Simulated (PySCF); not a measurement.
Te(OMe)(NH2) (CH5NOTe), SMILES CO[Te]N. Geometry optimised at B3LYP-D3(BJ)/def2-SVP. The structure was generated by enumeration, and PubChem lists no compound with its InChIKey, so it may never have been made. The def2 effective core potentials stand for the cores of Te; spin–orbit coupling is left out. The values are those of a single conformer.

Computed equilibrium geometry at B3LYP-D3(BJ)/def2-SVP (PySCF confirms it by a frequency run) as a Z-matrix (one conformer of several):
```
O
C 1 1.4092
H 2 1.1038 1 107.39
H 2 1.1073 3 108.21 1 -122.39
H 2 1.1082 3 107.63 4 -116.16
Te 1 2.0241 2 117.62 3 -176.58
N 6 2.0258 1 103.15 2 -76.62
H 7 1.0184 6 114.95 1 67.57
H 7 1.0189 8 110.70 6 131.65
```
